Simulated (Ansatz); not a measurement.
Total energies of the cluster Te₂As⁺ from Ansatz at PBE-D4/def2-TZVP, gas phase (1 Eh = 27.2114 eV = 2625.5 kJ/mol). The reference geometry is relaxed at PBE0-D4/def2-TZVP.

```xyz
3

As   -0.036    1.014   -0.873
Te    0.739    0.306    1.351
Te   -0.704   -1.320   -0.478
```

```
           state                      geometry  energy (Eh)
charge 1 singlet                     reference  -2771.37652
charge 0 doublet                     reference  -2771.63886
charge 1 triplet  relaxed at PBE0-D4/def2-TZVP  -2771.37074
charge 1 quintet  relaxed at PBE0-D4/def2-TZVP  -2771.30590
```

In the def2 sets Te takes a core potential; there is no spin–orbit coupling.

(1) Work out the vertical electron affinity, to the doublet.

(2) Which of the charge 1 states is lowest, and how far above it are the others?

(1) E(charge 1 singlet) − E(charge 0 doublet) = -2771.37652 − (-2771.63886) = 0.26234 Eh = 7.14 eV.

(2) The singlet. triplet: -2771.37074 − (-2771.37652) = 0.00578 Eh = 15.2 kJ/mol; quintet: -2771.30590 − (-2771.37652) = 0.07062 Eh = 185.4 kJ/mol. The quintet differs in its bonds from the reference.

The structure comes from a short search, and lower isomers may exist.
